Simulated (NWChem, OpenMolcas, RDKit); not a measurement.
GeTe (SMILES [Ge][Te]): the HOMO–LUMO gap, rung by rung

GeTe has 2 atoms, charge 0, and is taken as a singlet. SMILES: `[Ge][Te]`. Geometry: the measured bond length.

```jsonl
{"atom": "Ge", "x (Å)": "0.0000", "y (Å)": "0.0000", "z (Å)": "0.0000"}
{"atom": "Te", "x (Å)": "0.0000", "y (Å)": "0.0000", "z (Å)": "2.3402"}
```

Quantity: the HOMO–LUMO gap, in eV. The values are calculated.

| level | kind | program | value (eV) | CPU time |
| --- | --- | --- | --- | --- |
| extended Hückel | semi-empirical | RDKit | 4.13 | under 2 s |
| HF/def2-TZVP (core potential) | Hartree–Fock | OpenMolcas | 9.06 | 13 s |
| SVWN5/def2-TZVP (core potential) | LDA | OpenMolcas | 2.91 | 18 s |
| BLYP/def2-TZVP (core potential) | GGA | NWChem | 2.87 | 46 s |
| r2SCAN/def2-TZVP (core potential) | meta-GGA | OpenMolcas | 3.22 | 24 s |
| B3LYP/def2-TZVP (core potential) | global hybrid | OpenMolcas | 4.09 | 19 s |
| PBE0/def2-TZVP (core potential) | global hybrid | NWChem | 4.48 | 42 s |
| wB97X/def2-TZVP (core potential) | range-separated hybrid | NWChem | 8.30 | 90 s |
| B2PLYP/def2-TZVP (core potential) | double hybrid | OpenMolcas | 6.12 | 12 s |

The values span 2.87 to 9.06 eV. Orbital gaps aren't excitation energies, and those of double hybrids come from the SCF part alone; they tend to grow with the share of exact exchange. CPU times are rough (shared hosts, several kinds of processor): they show what a rung costs within a factor of a few.
